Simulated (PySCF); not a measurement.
C10H12N2, SMILES c1(-c2n(ccc2)C)n(ccc1)C.

Coordinates come from a B3LYP-D3(BJ)/def2-SVP optimisation. Other conformers were not sampled.

Computed with PySCF with PBE/def2-SVP.

**Question.** Estimate the frontier levels, gap, dipole moment and polarisability. (An estimate is asked for; the answer gives what the named calculation found.)

**Answer.** 
| Item | Value |
|---|---|
| highest occupied level | -4.33 eV |
| lowest empty level | -0.53 eV |
| orbital gap | 3.80 eV |
| dipole moment | 1.49 D |
| quadrupole, principal values (traceless, Buckingham form, about the centre of nuclear charge) | -8.62, -6.24, 14.86 D·Å |
| mean static polarisability | 123.1 bohr³ (18.23 Å³) |
| polarisability, principal values | 72.4, 126.1, 170.7 bohr³ |
